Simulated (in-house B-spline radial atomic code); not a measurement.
Results of a calculation; reference values are marked as such.
# Weak and strong correlation along the adiabatic connection

Two-electron singlets in several external potentials (atomic units), by full CI in B-splines with partial waves to l = 8 (correlation energies up to 0.6 % small). The repulsion is scaled by λ at fixed density; W(λ) is the mean repulsion less the Hartree energy, W(0) = E_x, and the area under W from 0 to 1 is E_xc.

Relative drop (W(λ) − E_x)/E_x:

| system | λ = 0.12 | λ = 0.25 | λ = 0.4 | λ = 0.6 | λ = 0.8 | λ = 1 |
| --- | --- | --- | --- | --- | --- | --- |
| −Z/r, Z = 0.926, wall at 5.33 bohr | 0.0231 | 0.0453 | 0.0678 | 0.0935 | 0.1154 | 0.1342 |
| −Z exp(−kr)/r, Z = 1.4, k = 0.094 | 0.0183 | 0.0365 | 0.0555 | 0.0780 | 0.0978 | 0.1154 |
| −Z exp(−kr)/r, Z = 3.04, k = 0.107 | 0.0067 | 0.0137 | 0.0215 | 0.0314 | 0.0408 | 0.0497 |
| −Z/r, Z = 7.48, wall at 0.668 bohr | 0.0024 | 0.0049 | 0.0078 | 0.0116 | 0.0154 | 0.0190 |
| ω²r²/2 − Z/r, ω = 0.151, Z = -0.5 | 0.0554 | 0.1013 | 0.1410 | 0.1794 | 0.2069 | 0.2276 |
| ω²r²/2 − Z/r, ω = 2.71, Z = -0.5 | 0.0101 | 0.0206 | 0.0320 | 0.0462 | 0.0594 | 0.0716 |
| −Z/r, Z = 0.75, wall at 8 bohr | 0.0338 | 0.0646 | 0.0943 | 0.1264 | 0.1523 | 0.1736 |

**Question.** Order the systems by how far second-order (GL2) theory, half the initial slope (estimated from the first points of each curve), overshoots the correlation energy, least first.
A. ω²r²/2 − Z/r, ω = 2.71, Z = -0.5
B. −Z/r, Z = 0.926, wall at 5.33 bohr
C. −Z exp(−kr)/r, Z = 3.04, k = 0.107
D. ω²r²/2 − Z/r, ω = 0.151, Z = -0.5
E. −Z/r, Z = 7.48, wall at 0.668 bohr
F. −Z/r, Z = 0.75, wall at 8 bohr
G. −Z exp(−kr)/r, Z = 1.4, k = 0.094

**Answer.** E (GL2/E_c = 1.03), C (GL2/E_c = 1.09), A (GL2/E_c = 1.14), G (GL2/E_c = 1.25), B (GL2/E_c = 1.34), F (GL2/E_c = 1.49), D (GL2/E_c = 1.79).

**Question.** What else changes along this order?

**Answer.** The ratio follows the bend of the curve. With it the leading natural occupation goes from 1.999 to 1.807 and −T_c/E_c from 0.97 to 0.55 between the first and the last.
